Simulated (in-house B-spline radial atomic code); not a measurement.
**How G0W0 and RPA depend on the start: the potassium ion K⁹⁺**

Configuration [He] 2s2 2p6. Computed with a B-spline radial code for spherical atoms: all electrons, scalar-relativistic (spin-free one-electron X2C), finite nucleus, each spin shell either full or empty, empty states to l = 9 with an (l + 1/2)⁻⁴ tail; G0W0 by contour deformation at full frequency.

| start | mean-field 2p (eV) | G0W0 (eV) | QP weight | RPA correlation (Eh) |
| --- | --- | --- | --- | --- |
| Hartree-Fock | -506.18 | ? | ? | ? |
| PBE | -474.16 | -504.40 | 0.986 | -0.62784 |
| SCAN | -477.80 | -504.23 | 0.987 | -0.61972 |
| wB97X | -483.20 | ? | ? | ? |

**Question.** What G0W0 level, weight and RPA correlation energy follow from the wB97X start?

**Answer.** G0W0 level -504.32 eV, weight 0.988, RPA correlation -0.61627 hartree.

**Question.** What G0W0 level, weight and RPA correlation energy follow from the Hartree-Fock start?

**Answer.** G0W0 level -504.78 eV, weight 0.990, RPA correlation -0.58837 hartree.

**Question.** How much of the dependence on the start does G0W0 remove?

**Answer.** The mean-field levels span 32 eV and the G0W0 levels 0.554 eV. Against 503.67 ± 0.07 eV (NIST, semi-empirical) the G0W0 removal energies are off by +0.56 to +1.11 eV, with spin-orbit coupling, Breit and QED terms left out.
